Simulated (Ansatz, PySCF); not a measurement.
System: diarsenic, As2, charge 0, multiplicity 1. SMILES: [As]#[As]
Coordinates optimised at B3LYP-D3(BJ)/def2-TZVP (Ansatz, a quantum-chemistry and plane-wave program):
```xyz
2

As     0.0000     0.0000    -1.0521
As     0.0000     0.0000     1.0521
```

Property: atomisation energy (electronic, to ground-state atoms), in kJ/mol. Valence correlation only, unless marked. Open shells are spin-unrestricted. No spin-orbit coupling. The frozen core is the preceding noble-gas configuration, with the filled d and f shells of earlier blocks. No relativistic terms. The coupled-cluster limit lacks core correlation, which all-electron functionals hold. Basis-set limits of correlation are two-point, X^-3; Hartree-Fock from the larger set (for Q and 5 zeta extrapolated as (X+1)exp(-9√X)). [CCSD(T)-MP2]/basis is that difference in the basis named.

| level | program | atomisation energy (kJ/mol) |
|---|---|---|
| HF/cc-pVQZ | Ansatz | 50.0 |
| BLYP-D3(BJ)/def2-TZVPD | Ansatz + dftd3 | 435.3 |
| TPSS-D3(BJ)/def2-TZVPD | PySCF + dftd3 | 404.3 |
| BHLYP-D4/def2-TZVPD | Ansatz + dftd4 | 340.7 |
| TPSSh/def2-TZVPD | PySCF | 379.9 |
| HSE06-D4/def2-TZVPD | Ansatz + dftd4 | 366.1 |
| LC-wPBE-D3(BJ)/def2-TZVPD | Ansatz + dftd3 | 309.2 |
| wB97X-V/def2-TZVPD | Ansatz | 387.4 |
| wB97X/def2-TZVPD | Ansatz | 407.2 |
| B2PLYP-D4/def2-TZVPD | Ansatz + dftd4 | 389.1 |
| RI-MP2/cc-pVQZ | Ansatz | 365.7 |
| SCS-MP2/cc-pV5Z | Ansatz | 386.1 |
| RI-MP2/CBS(def2-TZVPP,def2-QZVPP)+[CCSD(T)-MP2]/def2-TZVPP | Ansatz | 371.9 |
| CCSD(T)/CBS(def2-TZVPPD,def2-QZVPPD) | Ansatz | 370.7 |
| CCSD(T)/CBS(cc-pVQZ,cc-pV5Z) | Ansatz | 374.2 |

The Hartree-Fock reference is unstable (checked in the largest basis), which strains HF and MP2.
